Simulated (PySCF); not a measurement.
## Which determinant of PbH lies lowest?

Unrestricted PBE0; basis H cc-pVTZ, Pb cc-pVTZ-PP with ECP60; scalar-relativistic core potentials; PySCF 2.14. Outer shells of the fragments: H 1s1; Pb 5d10 6s2 6p2.

Followed along the bond (rough minima from three points):

```
2Ms+1   unpaired  ⟨S²⟩ at the start  R at minimum (Å)  Te (eV)
    2        π ↑               0.75              1.86     0.00
    4  σ ↑, π ↑↑               3.76  none in the scan   ≤ 2.16
```

Solutions found at the starting distance of 1.715 Å, counted from the lowest of them; the search is not exhaustive and high or unbound solutions are not listed, so other states can lie among these:

```tsv
2Ms+1	unpaired	term	E (eV)	⟨S²⟩	⟨Lz²⟩	μ (D)
2	π ↑	²Π	0.00	0.75	1.00	0.55
4	σ ↑, π ↑↑	⁴Σ⁻	2.20	3.76	0.00	-0.32
2	σ ↓, π ↑↑	mixed	2.63	1.77	0.00	-0.39
2	σ ↑, π ↑↓	mixed	2.71	1.76	2.02	-0.37
2	σ ↑	mixed	3.47	0.76	2.01	-0.38
4	σ ↑↑, π ↑	⁴Π	5.72	3.75	1.00	-2.02
2	π ↑	²Π	8.26	0.77	1.01	-0.82
```

A term symbol is given only where ⟨S²⟩ and ⟨Lz²⟩ are close to those of a pure state; real π, δ and φ orbitals otherwise mix terms. A positive dipole means H(−)Pb(+).

Spin–orbit coupling is left out, which matters for elements this heavy, above all for dissociation energies. Counting both spins, an empty level lies below a filled one in some of these solutions, because spin and occupation are held.
